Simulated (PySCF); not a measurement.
## Mn²⁺ (manganese, charge +2) across methods

[Ar] 3d5, high-spin 6S determinant. Calculation: PySCF 2.14, in aug-cc-pVTZ with one added diffuse shell each of s, p, d, f, g type (9s8p6d4f3g, 118 functions); no relativity, point nucleus.

```tsv
method	E (hartree)	mean ε 3p α (eV)	mean ε 3p β (eV)	mean ε 3d α (eV)	Σ⟨r²⟩ (bohr²)	⟨S²⟩
r2SCAN	-1150.131	-75.855	-68.984	-26.361	16.17	8.750
r2SCAN0	-1150.127	-79.961	-71.610	-28.722	16.06	8.750
B3LYP	-1150.170	-77.405	-70.825	-27.946	16.25	8.751
PBE0	-1149.946	-78.444	-71.234	-28.447	16.18	8.750
UHF	-1149.10924	-91.892	-78.162	-35.056	15.87	8.751
PBEsol	-1148.782	-73.539	-68.304	-26.019	16.35	8.750
PBE	-1149.892	-73.698	-68.421	-26.037	16.37	8.750
LDA	-1147.752	-73.592	-68.564	-26.256	16.39	8.750
```
